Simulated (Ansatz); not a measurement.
Cartesian coordinates (Å):
```xyz
6

C     -0.9727     0.0046     0.0333
C      0.3220    -0.0134    -0.1467
N      1.5048    -0.0423    -0.4456
H     -1.5123    -0.9176     0.2003
H     -1.5101     0.9431     0.0336
H      2.1684     0.0256     0.3251
```
Charge 0, multiplicity 1.

All values below come from frozen-core CCSD(T)/cc-pVQZ // r2SCAN-D4/def2-TZVP in Ansatz (a first-principles code).

```yaml
HF energy: -131.93386 Ha
MP2 correlation energy: -0.54771 Ha
```

Estimate the CCSD correlation energy, the (T) correction, the total energy and the T1 diagnostic.


| Property | Result |
|---|---|
| CCSD correlation energy | -0.55832 Ha |
| (T) correction | -0.02837 Ha |
| CCSD(T) total energy | -132.52055 Ha |
| T1 diagnostic | 0.015 |
